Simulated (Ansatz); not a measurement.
Input file for Ansatz (a quantum-chemistry and plane-wave program): R-B3LYP/def2-TZVPPD on HI (SMILES I) with ghost functions. Elements past Kr take the def2 small-core potentials; no spin–orbit coupling. Files ending in .json are basis or fitting sets from the Basis Set Exchange.

Ansatz 0.2 input:
```yaml
crystal:
  periodic: [false, false, false]
  atoms:
    - {symbol: I, position_ang: [0.96812979, 0.39962137, 3.84591468]}
    - {symbol: H, position_ang: [0.04416483, -0.92498088, 3.83410162]}
basis:
  gaussian:
    orbitals: def2-TZVPPD.json
    ghost_atoms:
      - {symbol: Si, position_ang: [-0.47120267, 0.12452886, 0.01256418]}
      - {symbol: H, position_ang: [1.00521338, 0.10705511, -0.07373224]}
      - {symbol: H, position_ang: [-0.92766510, -0.97163482, 0.89687356]}
      - {symbol: H, position_ang: [-1.04657453, -0.07138502, -1.33864188]}
      - {symbol: H, position_ang: [-0.92682805, 1.42148067, 0.55836856]}
hamiltonian:
  xc: {name: B3LYP}
scf: {lower_state_search: off}
```

The head of its log:

```
WARN ansatz: RAYON_NUM_THREADS=1 ignored (pool sized by the plan → 1); use --threads N
Functional definition: B3LYP
these checks for a lower state are left out or cut short: stability, starts, cluster_reference, orbital_swaps, neighbouring_geometries, increment
integrals: 0.09 GiB planned
1012 factors; their error is unknown
mean field: 0.79 GiB planned
mean field evaluation 1: about -8119.7839 eV, gradient 4.7e0 eV
mean field evaluation 2: about -8119.8143 eV, gradient 4.8e0 eV
```

Task: Give the final energy of this run.

Result: -298.4061 hartree.
